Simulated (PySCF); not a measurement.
PySCF input for CH₄ClFOSi₂, SMILES O=C([SiH2]F)[SiH2]Cl, PBE0/pcSseg-1. Coordinates come from a PBE0-D3(BJ)/def2-SVP optimisation. This is a generated structure with no PubChem entry under its InChIKey; it may be hypothetical. Other conformers were not sampled.

```python
import numpy as np
from pyscf import gto, scf, dft
from pyscf.prop.nmr import rks as nmr

mol = gto.M(
    atom='''
    O     0.08259777   -1.07216787   -2.12215163
    C     0.17933133   -0.63468912   -0.99429398
    Si    1.78136154    0.35221899   -0.53687665
    F     1.86906157    0.41754654    1.08725559
    Si   -1.26093753   -0.86403279    0.28908846
    Cl   -1.59918654    1.03373736    1.04491316
    H     1.70132653    1.73171359   -1.08733996
    H     2.96347279   -0.38322262   -1.05728985
    H    -2.48310309   -1.36595268   -0.39192823
    H    -0.83978550   -1.76312125    1.39974588
    ''',
    basis='pcSseg-1',
    charge=0,
    spin=0,
    max_memory=1600,
    verbose=3,
)
mf = dft.RKS(mol, xc='pbe0')
mf.grids.level = 3
mf.conv_tol = 1e-10
mf.max_cycle = 100
mf.kernel()
n = nmr.NMR(mf)
n.verbose = 2
n.max_cycle_cphf = 60
sigma = n.kernel()
print('atom   isotropic/ppm   span/ppm')
for i, s in enumerate(sigma):
    w = np.linalg.eigvalsh((s + s.T) / 2)
    print(f'{mol.atom_symbol(i):2s}{i + 1:3d} {w.mean():14.3f} {w[2] - w[0]:11.3f}')
```

Log of the run:

```
converged SCF energy = -1254.15876964925
atom   isotropic/ppm   span/ppm
O   1       -820.264    2703.048
C   2       -116.653     378.151
Si  3        384.156     179.696
F   4        398.001      43.659
Si  5        388.441     123.610
Cl  6       1010.871      78.254
H   7         26.263       6.618
H   8         26.663       8.313
H   9         26.631       9.433
H  10         25.881       7.846
```

Self-consistency was reached.
